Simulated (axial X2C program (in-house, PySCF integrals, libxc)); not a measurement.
Potential curves of LiCa, 2c

All values were computed with an in-house relativistic program for diatomic molecules. Two-component (2c) means X2C with spin–orbit coupling and atomic mean-field two-electron Coulomb and Gaunt terms. Basis: Ca dyall-cv3z [11s12p6d4f], Li dyall-cv3z [7s8p2d] (cores contracted in-house); Gaussian nuclei, density fitting, unrestricted open shells. Masses: Ca 39.963 u, Li 7.016 u.

State: Ω = 1/2 (⟨Sz⟩ = 0.50, ⟨Lz⟩ = 0.00 at HF). Energies in kJ/mol from the fragments at the same level (Ca + Li). Fits are polynomials in 1 − R0/R over 0.85 to 1.23 times the lowest point R0.

```json
{"R (Å)": "2.9737", "CCSD": "", "PBE0": "-24.51", "LDA": "-37.38", "CCSD(T)": ""}
{"R (Å)": "3.1104", "CCSD": "-20.09", "PBE0": "-31.49", "LDA": "-42.92", "CCSD(T)": "-20.58"}
{"R (Å)": "3.2129", "CCSD": "-22.91", "PBE0": "-34.52", "LDA": "-45.07", "CCSD(T)": "-23.30"}
{"R (Å)": "3.3155", "CCSD": "-24.29", "PBE0": "-36.08", "LDA": "-45.89", "CCSD(T)": "-24.61"}
{"R (Å)": "3.4180", "CCSD": "-24.58", "PBE0": "-36.50", "LDA": "-45.69", "CCSD(T)": "-24.87"}
{"R (Å)": "3.5376", "CCSD": "-23.93", "PBE0": "-35.90", "LDA": "-44.49", "CCSD(T)": "-24.20"}
{"R (Å)": "3.6573", "CCSD": "-22.60", "PBE0": "-34.45", "LDA": "-42.55", "CCSD(T)": "-22.91"}
{"R (Å)": "3.8111", "CCSD": "-20.36", "PBE0": "-31.80", "LDA": "-39.37", "CCSD(T)": "-20.73"}
{"R (Å)": "3.9991", "CCSD": "", "PBE0": "-27.93", "LDA": "-34.95", "CCSD(T)": ""}
{"R (Å)": "4.2725", "CCSD": "", "PBE0": "-22.07", "LDA": "-28.40", "CCSD(T)": ""}
```

Correlated methods: 11 electrons correlated (number of frozen shells: Ca 2 s, 1 p; Li 1 s), 225 virtual spin orbitals or spinors in MP2, 90 natural virtuals in coupled cluster.

The state is one determinant whose occupation by symmetry is held fixed; it was picked as the lowest of a PBE0 search that is not exhaustive. De is counted from the lowest determinant-based energies of the atoms at the same level, without counterpoise correction. Density functionals use the spin component along the axis (collinear). Coupled cluster ran in a truncated set of natural virtual spinors; the MP2 energy of the rest was added. (T) has no such correction and the atoms are truncated less, which lowers De at CCSD(T) by a hundredth of an eV or more. The determinant is spin-polarised beyond a pure state at some levels (its spin-free form has ⟨S²⟩ too high), which makes Re and μ there less reliable. The T1 diagnostic is large, a sign of multireference character. Coupled cluster ran on the points near the minimum only. MP2 and coupled cluster on one determinant become unreliable at the stretched end.

Q: Fit the CCSD curve near its minimum: give the equilibrium distance, the harmonic wavenumber and the well depth.

A: At CCSD, 2c: Re = 3.398 Å, ωe ≈ 195 cm⁻¹, De = 0.25 eV to Ca + Li; Be follows as 0.245 cm⁻¹.

Q: What are Re, ωe and De at the PBE0 level?

A: At PBE0, 2c: Re = 3.411 Å, ωe ≈ 200 cm⁻¹, De = 0.38 eV to Ca + Li; Be follows as 0.243 cm⁻¹.

Q: What are Re, ωe and De at the LDA level?

A: At LDA, 2c: Re = 3.343 Å, ωe ≈ 206 cm⁻¹, De = 0.48 eV to Ca + Li; Be follows as 0.253 cm⁻¹.

Q: What are Re, ωe and De at the CCSD(T) level?

A: At CCSD(T), 2c: Re = 3.394 Å, ωe ≈ 193 cm⁻¹, De = 0.26 eV to Ca + Li; Be follows as 0.245 cm⁻¹.
